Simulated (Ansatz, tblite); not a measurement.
PdnHm (charge -1): E(high spin) − E(low spin) (eV) at several levels, gas phase, relaxed structures; Ansatz, xTB through tblite. Each state is relaxed at the level in the geometry column; the other columns are single points. Clusters are the lowest isomers that short searches found in that spin, judged at the geometry's level. Core potentials for Pd in the def2 sets, no spin–orbit coupling. xTB has no spin-polarisation term. Singlets are spin-restricted. The structures are stationary points that may keep the symmetry of their start. Correlated methods freeze inner cores and use unrestricted references for open shells. Remarks come from the PBE and PBE0 runs and from stability tests at other levels; not every state was tested. A HOMO above zero means that the electron is unbound at that level and held by the basis, or that self-interaction error raises the level; the energy of removing that electron tells which. HOMO above LUMO (over both spins in singlets and doublets, within one spin in higher multiplets; at PBE or PBE0), or a gap under 0.15 eV within one spin, warns that the state may not be the lowest or that an electron is smeared out.

| species | state | geometry | GFN1-xTB | GFN2-xTB | PBE-D4/def2-TZVPD | r2SCAN-D4/def2-TZVPD | PBE0-D4/def2-TZVPD | RPA@PBE/def2-TZVPD | remarks |
| --- | --- | --- | --- | --- | --- | --- | --- | --- | --- |
| Pd2H⁻ | quintet − singlet | r2SCAN-D4/def2-TZVPD | 6.71 | 4.27 | 2.37 | 2.03 | 2.18 | 1.62 | HOMO above zero at PBE or PBE0, restricted, untested, HOMO above zero (triplet), HOMO above zero (quintet) |
| Pd3H2⁻ | quartet − doublet | PBE-D4/def2-TZVPD | 2.02 | 0.61 | 0.76 | 0.66 | 0.82 | 0.33 | HOMO above zero at PBE or PBE0, HOMO above zero (quartet), gap within one spin near zero at PBE or PBE0 (quartet) |

(1) Estimate the rows for Pd3H4⁻ (quartet − doublet, PBE-D4/def2-TZVPD geometry).

(1) 
| species | state | geometry | GFN1-xTB | GFN2-xTB | PBE-D4/def2-TZVPD | r2SCAN-D4/def2-TZVPD | PBE0-D4/def2-TZVPD | RPA@PBE/def2-TZVPD | remarks |
| --- | --- | --- | --- | --- | --- | --- | --- | --- | --- |
| Pd3H4⁻ | quartet − doublet | PBE-D4/def2-TZVPD | 1.08 | 0.95 | 0.99 | 0.86 | 0.74 | 0.75 | HOMO above zero at PBE or PBE0, HOMO above zero (quartet) |
